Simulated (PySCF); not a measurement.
CF3, SMILES F[C](F)F (connectivity only; charge and spin as stated), charge +1, multiplicity 1. Heavy atoms are numbered as in [F:1][C:2]([F:3])[F:4].

Geometry: B3LYP-D3(BJ)/def2-TZVP. The multiplicity is an assumed one; other spin states were not compared. The isomer is the one that the SMILES or the coordinates give; other isomers of the formula were not compared.

Level of theory: HF/def2-TZVPD in PySCF.

Mulliken values depend strongly on the basis, most of all with diffuse functions as here. Atomic charges (e), one atom of each kind:

```tsv
atom	meta-Löwdin	Mulliken
F1	(withheld)	-0.01
C2	(withheld)	1.03
```

**Question.** What belongs in the gaps? (The exact figures need the calculation; the answer reports its results.)

**Answer.** 
- F1, meta-Löwdin: -0.09
- C2, meta-Löwdin: 1.28
